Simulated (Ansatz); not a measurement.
The cluster Cd₆S₅. Charge 0, multiplicity 3. Geometry PBE-D4/def2-SVP, that of the neutral singlet; atoms count from 1.

| atom | x (Å) | y (Å) | z (Å) |
| --- | --- | --- | --- |
| Cd1 | 0.878 | 1.365 | -2.185 |
| Cd2 | 1.997 | 0.786 | 1.695 |
| Cd3 | -0.138 | -0.967 | 0.129 |
| Cd4 | -1.807 | -2.521 | 2.809 |
| Cd5 | -1.809 | -3.644 | -0.319 |
| Cd6 | 3.703 | 3.003 | 2.543 |
| S7 | -1.933 | -0.843 | -1.603 |
| S8 | -2.189 | 1.269 | -1.618 |
| S9 | 2.248 | 0.046 | -0.765 |
| S10 | -1.112 | 2.109 | -3.265 |
| S11 | 0.163 | -0.604 | 2.579 |

In the def2 sets Cd takes a core potential; there is no spin–orbit coupling. At PBE0-D4/def2-SVP a singlet of charge 0 lies 0.92 eV below the triplet at the same geometry. The structure comes from a short search, and lower isomers may exist.

Q: Estimate the Mulliken populations from the PBE0/def2-SVP orbitals of Ansatz.

A: 
```
atom  charge (e)  spin (α − β)  d electrons
 Cd1        0.53          0.01        10.01
 Cd2        0.25          0.46        10.01
 Cd3        0.33          0.02        10.03
 Cd4        0.35          0.65        10.01
 Cd5        0.17          0.17        10.00
 Cd6        0.10          0.41         9.99
  S7       -0.34          0.00            –
  S8       -0.05          0.02            –
  S9       -0.52          0.08            –
 S10       -0.25          0.01            –
 S11       -0.56          0.17            –
```
Mulliken values and Mayer orders depend strongly on the basis.

Q: Where does the spin sit?

A: Summed by element: Cd 1.73, S 0.27, of 2 unpaired in all. Largest on single atoms: Cd4 0.65, Cd2 0.46, Cd6 0.41.

Q: And the Mayer bond orders between bonded heavy atoms (over 0.3)?

A: Cd1–S9 0.92 (2.37 Å); Cd1–S10 0.87 (2.38 Å); Cd2–Cd6 0.63 (2.92 Å); Cd2–S9 0.50 (2.58 Å); Cd2–S11 0.54 (2.47 Å); Cd3–S7 0.67 (2.50 Å); Cd3–S9 0.52 (2.74 Å); Cd3–S11 0.81 (2.50 Å); Cd4–Cd5 0.36 (3.32 Å); Cd4–S11 0.58 (2.76 Å); S7–S8 0.99 (2.13 Å); S8–S10 1.01 (2.14 Å).
